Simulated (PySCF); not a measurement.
C₂H₈Ge, SMILES C[CH2][GeH3].

Geometry optimised at B3LYP-D3(BJ)/def2-SVP.

All values below come from PBE/def2-TZVPD run with PySCF.

Gas-phase values at a fixed geometry.

Computed frontier levels, gap, dipole moment and polarisability:
```yaml
highest_occupied_level: -7.05 eV
lowest_empty_level: -0.43 eV
orbital_gap: 6.62 eV
dipole_moment: 0.86 D
quadrupole, principal values (traceless, Buckingham form, about the centre of nuclear charge): -0.58, 0.23, 0.34 D·Å
mean_static_polarisability: 62.5 bohr³ (9.27 Å³)
polarisability_principal_values: 56.1, 58.9, 72.6 bohr³
```
